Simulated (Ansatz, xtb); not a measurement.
# Relative energy of two isomers of C4H8B2Si

Structure a is `BC1=C(B)[SiH2]C=C1`, a singlet and structure b is `BC1=C[SiH2]C=C1B`, a singlet. Both are isolated molecules in the gas phase, relaxed with B3LYP-D3(BJ)/def2-SVP; the shapes shown needn't be the lowest conformers.

a (Å):

| atom | x (Å) | y (Å) | z (Å) |
| --- | --- | --- | --- |
| C | -1.0517 | 0.2447 | 0.1547 |
| C | -1.4929 | 1.0913 | 1.1510 |
| C | 0.0617 | -1.0276 | 1.9242 |
| C | -0.2065 | -0.9006 | 0.6069 |
| B | -1.4311 | 0.5010 | -1.3151 |
| B | -2.3549 | 2.3433 | 1.1071 |
| Si | -0.7866 | 0.3878 | 2.7961 |
| H | -1.0591 | -0.2268 | -2.2048 |
| H | -2.1209 | 1.4583 | -1.5834 |
| H | -3.5510 | 2.2747 | 1.2685 |
| H | -1.8490 | 3.4381 | 1.0241 |
| H | 0.1157 | 1.3616 | 3.4757 |
| H | -1.8703 | 0.0044 | 3.7464 |
| H | 0.6718 | -1.8370 | 2.3298 |
| H | 0.1678 | -1.6010 | -0.1487 |

b (Å):

```xyz
15

C    -0.9196    0.0793    1.6363
C    -1.6042    0.9706    2.4153
C    -1.6769    1.4548   -0.2262
C    -0.9399    0.3663    0.1507
B    -0.3345   -1.2017    2.2788
B    -0.0769   -0.3714   -0.9014
Si   -2.4001    2.2693    1.3091
H    -0.1738   -1.2401    3.4745
H    -0.0867   -2.1816    1.6204
H    -1.6411    0.8589    3.5019
H    -1.9102    3.6569    1.5551
H    -3.8916    2.2739    1.3460
H    -1.7648    1.7405   -1.2775
H     0.8652   -1.0528   -0.5798
H    -0.3188   -0.2177   -2.0739
```

Question: Estimate which is lower in electronic energy at CCSD(T)/def2-SVP + ΔMP2/def2-TZVPP, and by roughly how much.

Answer: Not settled: CCSD(T)/def2-SVP + ΔMP2/def2-TZVPP gives E(b) − E(a) = +1.20 kcal/mol, but this leans on the basis-set step: CCSD(T) alone gives +1.00 kcal/mol.

How the difference moves with the method:

```
                             level               geometry  E(b) − E(a) (kcal/mol)  departure from the last row (kcal/mol)  job, with rough time for the two
                          GFN2-xTB               GFN2-xTB                     +6.90                                   +5.70              optimisation, 0.29 s
                         HF/STO-3G               GFN2-xTB                     −0.01                                   −1.21              single point, 0.46 s
                r2SCAN-D4/def2-SVP               GFN2-xTB                     +4.19                                   +2.99               single point, 3.4 s
             B3LYP-D3(BJ)/def2-SVP  B3LYP-D3(BJ)/def2-SVP                     +2.45                                   +1.25                optimisation, 90 s
                       HF/def2-SVP  B3LYP-D3(BJ)/def2-SVP                     +0.77                                   −0.43           part of the CCSD(T) run
                      MP2/def2-SVP  B3LYP-D3(BJ)/def2-SVP                     +0.88                                   −0.32           part of the CCSD(T) run
                  CCSD(T)/def2-SVP  B3LYP-D3(BJ)/def2-SVP                     +1.00                                   −0.20                      single point
CCSD(T)/def2-SVP + ΔMP2/def2-TZVPP  B3LYP-D3(BJ)/def2-SVP                     +1.20                                                        single point, 55 s
```

As drawn, both hold the same kinds of bond in the same numbers.

HF/STO-3G finds them nearly level. The largest departure from CCSD(T)/def2-SVP + ΔMP2/def2-TZVPP is that of GFN2-xTB, 5.70 kcal/mol. The last row adds to CCSD(T) the change of the MP2 difference between the two basis sets, here +0.20 kcal/mol.

With thermal terms from frequencies at re-optimised GFN2-xTB minima (ideal gas, soft modes damped towards free rotors, one conformer each, 298.15 K, 1 atm): the zero-point term adds −0.13 kcal/mol; ΔH is +1.11 and ΔG +1.33 kcal/mol.

The correlated steps freeze 11 core orbitals. Run with Ansatz 0.2.0, xtb 6.7.1; the last row on 2 threads of Intel(R) Xeon(R) 6975P-C (Granite Rapids) on a shared host.
